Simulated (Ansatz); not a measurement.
Stepwise reaction of `[O]=[Mo]([F])([F])([F])[F]` with hydrogen chloride, as a gas-phase model of exchange steps in deposition or etching. ΔE in kJ/mol; ΔG adds harmonic PBE0-D4 terms to CCSD(T)/CBS, at 1 bar.

Calculated with Ansatz (gas phase, PBE0-D4/def2-TZVP geometries, no zero-point term in ΔE). CCSD(T)/CBS is the MP2 limit (def2-TZVPP, def2-QZVPP) plus CCSD(T) − MP2 in def2-TZVPP, frozen cores. This one scheme is used for every species. DFT in def2-TZVPP. B3LYP here is the variant with VWN-RPA as its local correlation; programs differ in this. def2 core potentials past Kr. For Mo outer-core shells are correlated without core-valence functions, which leaves a few kJ/mol of doubt a bond.

| step | reaction | PBE-D4 | B3LYP-D4 | ωB97M-V | CCSD(T)/CBS | ΔG(400 K) |
| --- | --- | --- | --- | --- | --- | --- |
| 1 | `[O]=[Mo]([F])([F])([F])[F]` + HCl → `[O]=[Mo]([F])([F])([F])[Cl]` + H–F | -63.1 | -63.9 | -62.7 | -71.0 | -62.3 |
| 2 | `[O]=[Mo]([F])([F])([F])[Cl]` + HCl → `[O]=[Mo]([F])([F])([Cl])[Cl]` + H–F | 13.8 | 15.9 | 21.3 | 4.4 | 9.9 |
| 3 | `[O]=[Mo]([F])([F])([Cl])[Cl]` + HCl → `[O]=[Mo]([F])([Cl])([Cl])[Cl]` + H–F | 10.5 | 11.5 | 17.3 | -0.1 | 5.5 |

Problem. By hand: ΔE of the 3 steps together at CCSD(T)/CBS.

Solution. (-71.0) + (4.4) + (-0.1) = -66.7 kJ/mol, or -22.2 kJ/mol a step.

In ΔE step 1 is the lowest and step 2 the highest. ΔG lies between -62.3 and 9.9 kJ/mol a step. PBE-D4 differs from CCSD(T)/CBS by 7.9 to 10.6 kJ/mol a step. Isolated molecules leave out the surface, adducts and barriers. Largest T1 diagnostic: 0.024.
